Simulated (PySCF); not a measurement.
Fractional electron number in Ta(2+) (tantalum, charge +2)

The 5d alpha orbital of [Xe] 4f14 5d3 is emptied in steps (occupation f), with all orbitals relaxed, ending at [Xe] 4f14 5d2. All numbers are calculated (PySCF 2.14, a scalar-relativistic core potential, in aug-cc-pVTZ-PP with ECP60MDF (6s6p5d3f2g, 88 functions)). The exact energy is a straight line in f; departures are measured from the line between the end points of the same method.

| f | UHF (eV) | LDA (eV) | PBE (eV) |
| --- | --- | --- | --- |
| 1 | 0.000 | 0.000 | 0.000 |
| 0.8 | 0.102 | -0.839 | -0.821 |
| 0.6 | 0.149 | -1.265 | -1.236 |
| 0.4 | 0.146 | -1.270 | -1.240 |
| 0.2 | 0.096 | -0.850 | -0.829 |
| 0 | 0.000 | 0.000 | 0.000 |

Task: For LDA, how does the orbital energy at f = 1 compare with the removal energy?

Result: −ε = 19.400 eV against a total-energy difference of 24.615 eV. By Janak's theorem ε = ∂E/∂f, so the gap between them reflects the curvature. Along the path −ε is 21.446 (f = 0.8), 23.532 (f = 0.6), 25.650 (f = 0.4), 27.790 (f = 0.2) eV.

| method | E(f=0) − E(f=1) (eV) | −ε at f=1 (eV) | −ε at f=0.4 (eV) |
| --- | --- | --- | --- |
| UHF | 23.433 | 24.084 | 23.297 |
| LDA | 24.615 | 19.400 | 25.650 |
| PBE | 24.536 | 19.428 | 25.551 |

Reference removal energy between the ground levels: 23.1 ± 1.6 eV (theoretical estimate listed by NIST; NIST Atomic Spectra Database, ionization energies). The calculation has no spin-orbit coupling. The determinant left behind need not be the lowest term of the ion. UHF lacks correlation.
